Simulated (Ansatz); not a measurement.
CH2GeN, SMILES `N#[C][GeH2]` radical at its PBE0-D4/def2-TZVP geometry, where that method's forces vanish. Total charge 0; spin multiplicity 2.

```
atom   x (Å)   y (Å)   z (Å)
  N1  -1.254   1.183   1.500
  C2  -0.573   0.562   0.805
 Ge3   0.636  -0.504  -0.223
  H4  -0.158  -1.654  -0.856
  H5   1.349   0.412  -1.226
```

Question: For each bond, give half the difference of the two atoms' forces along it (eV/Å; positive pushes the atoms apart) under PBE-D4, r2SCAN-D4, B3LYP-D4, ωB97M-V in def2-TZVPP. (Estimate.)

Answer: The calculation gave: 
```
  bond  length (Å)  PBE-D4  r2SCAN-D4  B3LYP-D4  ωB97M-V
 N1–C2       1.154    1.56       0.63      0.01    -0.39
C2–Ge3       1.912   -0.74      -0.36      0.12     0.35
Ge3–H4       1.534    0.13      -0.04      0.01    -0.11
Ge3–H5       1.534    0.13      -0.04      0.01    -0.11
```

B3LYP here is the variant with VWN-RPA as its local correlation; programs differ in this.

Results of the Gaussian-basis code of Ansatz.
